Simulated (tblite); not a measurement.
Species: C₁₀H₇NS.
Bonds: C1–N2 (triple), N2–C3, C3–C4 (aromatic), C4–C5 (aromatic), C5–C6 (aromatic), C6–C7 (aromatic), C7–S8, S8–C9, C7–C10 (aromatic), C6–C11, C11–C12 (double), C3–C10 (aromatic), C5–C12. Hydrogens: H13 on C4; H14, H15, H16 on C9; H17 on C10; H18 on C11; H19 on C12.
Bond orders are those of one Lewis drawing.

Computed with GFN2-xTB (tblite), gas phase: L-BFGS steps from a force-field or distance-geometry start until the largest atomic force falls under 0.01 eV/Å.

Step 21: E = -842.7867 eV
```
atom  x, y, z in Å  |  force x, y, z in eV/Å
C1     -2.5957    3.7490   -1.2299   -0.013   0.021  -0.015
N2     -2.0367    2.7644   -0.9444    0.015  -0.023   0.008
C3     -1.4038    1.6165   -0.5877   -0.031  -0.029   0.020
C4     -2.0766    0.7310    0.3185   -0.001  -0.046   0.011
C5     -1.3851   -0.3817    0.6303    0.026  -0.028  -0.008
C6     -0.0820   -0.6750    0.1187    0.035   0.008  -0.006
C7      0.5604    0.1693   -0.7263    0.020   0.023  -0.032
S8      2.1791   -0.0279   -1.4125   -0.006   0.016   0.000
C9      3.0306   -0.8095   -0.0115    0.003  -0.002  -0.006
C10    -0.1559    1.3449   -1.0891   -0.004   0.032   0.006
C11    -0.1152   -1.9637    0.8895   -0.012   0.011   0.018
C12    -1.3396   -1.6930    1.3712   -0.025   0.030  -0.002
H13    -3.0588    0.9770    0.6902    0.000   0.012  -0.012
H14     4.0844   -0.8333   -0.2684    0.006  -0.036  -0.020
H15     2.6546   -1.8157    0.1367    0.031  -0.007   0.013
H16     2.8821   -0.1971    0.8728   -0.032  -0.043   0.027
H17     0.3183    2.0385   -1.7661   -0.020   0.031  -0.011
H18     0.5648   -2.7878    0.9881    0.018   0.023   0.004
H19    -2.0348   -2.1967    2.0124   -0.009   0.007   0.005
```

Step 22: E = -842.7874 eV
```
atom  x, y, z in Å  |  force x, y, z in eV/Å
C1     -2.5962    3.7498   -1.2311   -0.007   0.012  -0.015
N2     -2.0369    2.7652   -0.9462    0.010  -0.040   0.023
C3     -1.4051    1.6166   -0.5875   -0.024  -0.032   0.004
C4     -2.0778    0.7294    0.3181    0.018  -0.032  -0.001
C5     -1.3842   -0.3822    0.6292    0.026  -0.011  -0.013
C6     -0.0793   -0.6749    0.1201    0.027   0.028  -0.018
C7      0.5621    0.1707   -0.7249    0.018   0.032  -0.045
S8      2.1831   -0.0191   -1.4109   -0.041   0.005   0.018
C9      3.0293   -0.8115   -0.0134    0.012  -0.002   0.000
C10    -0.1570    1.3449   -1.0893    0.004   0.034   0.014
C11    -0.1137   -1.9629    0.8927   -0.003   0.028   0.009
C12    -1.3388   -1.6916    1.3716   -0.021   0.021  -0.008
H13    -3.0604    0.9736    0.6906    0.008   0.011  -0.017
H14     4.0838   -0.8356   -0.2668    0.016  -0.036  -0.025
H15     2.6521   -1.8184    0.1282    0.027   0.001   0.010
H16     2.8799   -0.2033    0.8735   -0.035  -0.049   0.032
H17     0.3177    2.0389   -1.7665   -0.033   0.018   0.003
H18     0.5671   -2.7856    0.9942    0.022   0.015   0.005
H19    -2.0355   -2.1947    2.0107   -0.022  -0.005   0.022
```

Step 23: E = -842.7881 eV
```
atom  x, y, z in Å  |  force x, y, z in eV/Å
C1     -2.5968    3.7506   -1.2327    0.008  -0.011  -0.009
N2     -2.0373    2.7657   -0.9479   -0.007  -0.045   0.035
C3     -1.4070    1.6162   -0.5872   -0.011  -0.024  -0.016
C4     -2.0791    0.7271    0.3177    0.031  -0.003  -0.019
C5     -1.3825   -0.3830    0.6276    0.016   0.013  -0.014
C6     -0.0756   -0.6742    0.1214    0.009   0.042  -0.024
C7      0.5643    0.1729   -0.7240    0.005   0.034  -0.039
S8      2.1872   -0.0089   -1.4089   -0.061  -0.009   0.034
C9      3.0281   -0.8140   -0.0156    0.018  -0.004   0.007
C10    -0.1584    1.3455   -1.0892    0.014   0.029   0.018
C11    -0.1119   -1.9615    0.8967    0.013   0.041  -0.002
C12    -1.3383   -1.6896    1.3720   -0.006   0.000  -0.012
H13    -3.0621    0.9696    0.6908    0.017   0.006  -0.022
H14     4.0833   -0.8390   -0.2654    0.019  -0.029  -0.027
H15     2.6499   -1.8216    0.1187    0.019   0.006   0.003
H16     2.8767   -0.2115    0.8750   -0.032  -0.053   0.031
H17     0.3163    2.0399   -1.7670   -0.045   0.009   0.016
H18     0.5701   -2.7826    1.0014    0.022   0.010   0.008
H19    -2.0366   -2.1922    2.0091   -0.028  -0.011   0.031
```

Step 24: E = -842.7889 eV
```
atom  x, y, z in Å  |  force x, y, z in eV/Å
C1     -2.5971    3.7510   -1.2348    0.024  -0.038  -0.001
N2     -2.0382    2.7657   -0.9493   -0.031  -0.039   0.041
C3     -1.4095    1.6154   -0.5872    0.010  -0.008  -0.035
C4     -2.0802    0.7242    0.3168    0.032   0.029  -0.034
C5     -1.3801   -0.3837    0.6254   -0.003   0.033  -0.009
C6     -0.0711   -0.6727    0.1224   -0.019   0.044  -0.019
C7      0.5667    0.1762   -0.7236   -0.015   0.026  -0.016
S8      2.1911    0.0029   -1.4059   -0.057  -0.024   0.041
C9      3.0270   -0.8171   -0.0181    0.019  -0.008   0.014
C10    -0.1599    1.3469   -1.0886    0.018   0.018   0.016
C11    -0.1095   -1.9591    0.9013    0.031   0.044  -0.012
C12    -1.3378   -1.6873    1.3722    0.017  -0.026  -0.013
H13    -3.0637    0.9648    0.6908    0.025   0.000  -0.026
H14     4.0832   -0.8438   -0.2643    0.015  -0.015  -0.026
H15     2.6478   -1.8255    0.1075    0.008   0.006  -0.006
H16     2.8722   -0.2224    0.8775   -0.020  -0.054   0.026
H17     0.3137    2.0415   -1.7673   -0.050   0.010   0.023
H18     0.5741   -2.7786    1.0101    0.017   0.011   0.009
H19    -2.0384   -2.1893    2.0076   -0.020  -0.009   0.027
```

Task: Estimate the geometry and energy of step 25. (The exact step hangs on the optimiser's Hessian estimate; all steps are aligned on step 24, rigid shifts and turns removed.)

Result: E = -842.7900 eV, largest force 0.068 eV/Å
```
atom  x, y, z in Å  |  force x, y, z in eV/Å
C1     -2.5971    3.7510   -1.2373    0.033  -0.056   0.005
N2     -2.0399    2.7650   -0.9501   -0.054  -0.022   0.035
C3     -1.4123    1.6142   -0.5878    0.028   0.010  -0.043
C4     -2.0811    0.7214    0.3153    0.022   0.050  -0.040
C5     -1.3773   -0.3840    0.6226   -0.026   0.039   0.004
C6     -0.0662   -0.6702    0.1234   -0.046   0.032  -0.005
C7      0.5693    0.1806   -0.7234   -0.034   0.010   0.020
S8      2.1947    0.0161   -1.4017   -0.031  -0.040   0.041
C9      3.0262   -0.8208   -0.0208    0.013  -0.015   0.019
C10    -0.1614    1.3490   -1.0876    0.017   0.004   0.005
C11    -0.1061   -1.9554    0.9065    0.042   0.036  -0.018
C12    -1.3370   -1.6850    1.3722    0.038  -0.042  -0.011
H13    -3.0650    0.9592    0.6901    0.028  -0.003  -0.030
H14     4.0834   -0.8497   -0.2634    0.003   0.006  -0.021
H15     2.6455   -1.8298    0.0941   -0.004   0.001  -0.017
H16     2.8666   -0.2364    0.8810   -0.002  -0.052   0.018
H17     0.3097    2.0437   -1.7674   -0.044   0.022   0.020
H18     0.5790   -2.7735    1.0205    0.010   0.020   0.008
H19    -2.0408   -2.1860    2.0063    0.005   0.001   0.010
```

The energy changes by -0.0010 eV. The first-order estimate −F·Δx gives -0.0014 eV and the mean of the old and new forces, exact on a quadratic surface, -0.0010 eV. The step makes an angle of 78° with the force vector and moves no atom by more than 0.015 Å.

The cost below is that of the whole relaxation. Time: 0.94 s. Hardware: Arm Neoverse V1, one thread, shared host with 32 logical CPUs at a one-minute load of 17.
